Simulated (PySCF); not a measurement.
Ti(OH)4 (H4O4Ti), SMILES [OH][Ti]([OH])([OH])[OH], multiplicity 1. The structure is a stationary point at B3LYP-D3(BJ)/def2-SVP. The multiplicity is an assumed one; other spin states were not compared. The isomer is the one that the SMILES or the coordinates give; other isomers of the formula were not compared. The values are those of a single conformer.

Computed equilibrium geometry at B3LYP-D3(BJ)/def2-SVP (PySCF confirms it by a frequency run) as bond lengths and angles, and its point group (one conformer of several):
point group S4.
Atoms: Ti1 O2 H3 O4 H5 O6 H7 O8 H9. Bonded distances (Å): Ti1–O2 1.798, Ti1–O4 1.798, Ti1–O6 1.798, Ti1–O8 1.798, O2–H3 0.965, O4–H5 0.965, O6–H7 0.965, O8–H9 0.965. Bond angles (°): O2–Ti1–O4 110.0, O2–Ti1–O6 108.4, O2–Ti1–O8 110.0, O4–Ti1–O6 110.0, O4–Ti1–O8 108.4, O6–Ti1–O8 110.0, Ti1–O2–H3 128.4, Ti1–O4–H5 128.4, Ti1–O6–H7 128.4, Ti1–O8–H9 128.4.
